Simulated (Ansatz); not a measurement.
Consider the redistribution: `N[SiH](O)C=S` + `OB(O)Cl` → `N[SiH](O)O` + `OB(Cl)C=S`.

Gas-phase electronic energies from Ansatz, PBE0-D4/def2-TZVP geometries. CCSD(T)/CBS adds triple-zeta CCSD(T) − MP2 to the extrapolated MP2 energy (def2 sets, frozen cores). This one scheme is used for every species. DFT in def2-TZVPP. B3LYP here is the variant with VWN-RPA as its local correlation; programs differ in this. One conformer a species, not always the lowest.

`N[SiH](O)C=S`:

Z-matrix (Å, degrees):
```
Si
O 1 1.644
C 1 1.883 2 102.2
N 1 1.704 2 111.6 3 -124.1
H 1 1.486 2 113.2 3 116.7
H 2 0.959 1 116.6 3 171.6
S 3 1.612 1 121.9 2 -155.5
H 3 1.094 1 119.2 2 25.9
H 4 1.008 1 120.5 2 68.3
H 4 1.007 1 118.6 2 -149.7
```

`OB(O)Cl`:

Cartesian coordinates in Å:
```
O -0.438 -1.015 0.250
B -0.014 0.254 0.025
O 1.075 0.500 -0.731
Cl -0.876 1.637 0.718
H -1.221 -1.065 0.801
H 1.475 -0.310 -1.062
```

`N[SiH](O)O`:

```xyz
9

N    -1.193   -0.029   -0.398
Si    0.266    0.142    0.485
O     1.168    1.273   -0.287
O     0.934   -1.350    0.608
H    -1.834   -0.770   -0.162
H    -1.693    0.792   -0.698
H     0.189    0.624    1.877
H     1.223    1.209   -1.242
H     0.942   -1.891   -0.184
```

`OB(Cl)C=S`:

Cartesian coordinates in Å:
```
O -1.353 -0.057 0.821
B -0.279 -0.599 0.241
Cl -0.033 -2.333 0.304
C 0.777 0.311 -0.506
S 0.570 1.910 -0.575
H -1.333 0.907 0.692
H 1.651 -0.139 -0.977
```

| level | ΔE (kcal/mol) | difference from CCSD(T)/CBS |
| --- | --- | --- |
| LDA (SPW92) | -2.0 | 0.0 |
| PBE-D4 | -1.2 | 0.8 |
| r2SCAN-D4 | -1.6 | 0.4 |
| B97M-V | -1.6 | 0.4 |
| B3LYP-D4 | -1.2 | 0.8 |
| r2SCANh-D4 | -1.4 | 0.6 |
| CAM-B3LYP-D4 | -1.3 | 0.7 |
| BLYP | -1.7 | 0.3 |
| B3LYP | -1.4 | 0.6 |
| MP2/def2-SVP | 2.7 | 4.7 |
| CCSD/def2-SVP | 3.4 | 5.4 |
| CCSD(T)/def2-SVP | 3.2 | 5.2 |
| HF/def2-TZVPP | 0.3 | 2.3 |
| MP2/def2-QZVPP | -2.6 | -0.6 |
| HF/CBS(def2) | 0.2 | 2.2 |
| MP2/CBS(def2) | -2.6 | -0.6 |
| CCSD(T)/CBS | -2.0 | 0 |

Largest T1 diagnostic among the species: 0.015.

At CCSD(T), def2-SVP lies +5.2 kcal/mol from the extrapolated value and def2-TZVPP +0.1 kcal/mol. In def2-TZVPP, CCSD(T) changes the Hartree–Fock value by −2.2 kcal/mol (the triples alone add −0.4 kcal/mol) and MP2 by −2.8 kcal/mol.
